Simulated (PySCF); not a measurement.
Compound: C4H3BF2S.
InChI=1S/C4H3BF2S/c6-5(7)4-1-2-8-3-4/h1-3H

Torsions of this conformer, `[F:1][B:2]([F:3])[c:4]1[cH:5][cH:6][s:7][cH:8]1`: F1–B2–C4–C5 180°.

The closed-shell ground state was solved at several levels (PySCF, density fitting, gas phase, non-relativistic). Geometry: PBE0-D3(BJ)/def2-SVP; no solvent, vibrations or thermal averaging.

```
           level  basis functions  total energy (Eh)  HOMO (eV)  LUMO (eV)  gap (eV)  dipole (D)
wB97X-D/pcSseg-2              337          -777.1355      -9.15       0.40      9.55        1.97
   PBE0/pcSseg-1              158          -776.4878      -7.42      -1.36      6.06        2.04
```

(1) What might CAM-B3LYP/def2-SVPD (197 basis functions) give for the same quantities?

(2) Over all these levels, which gives the widest orbital gap and which the narrowest?

(3) How far do the dipole and the HOMO energy spread over the levels?

## Answers

(1) Total energy -776.5621 Eh, HOMO -8.67 eV, LUMO -0.32 eV, gap 8.35 eV, dipole 2.09 D.

(2) wB97X-D/pcSseg-2 (range-separated hybrid) has the widest, 9.55 eV, and PBE0/pcSseg-1 (global hybrid, 25 % exact exchange) the narrowest, 6.06 eV. Functional and basis both differ between the two, so the spread mixes both effects.

(3) The dipole runs from 1.97 to 2.09 D (mean 2.03 D) and the HOMO from -9.15 to -7.42 eV.

wB97X-D is run here without its empirical dispersion term; that term would change no orbital, density or response property at a fixed geometry.
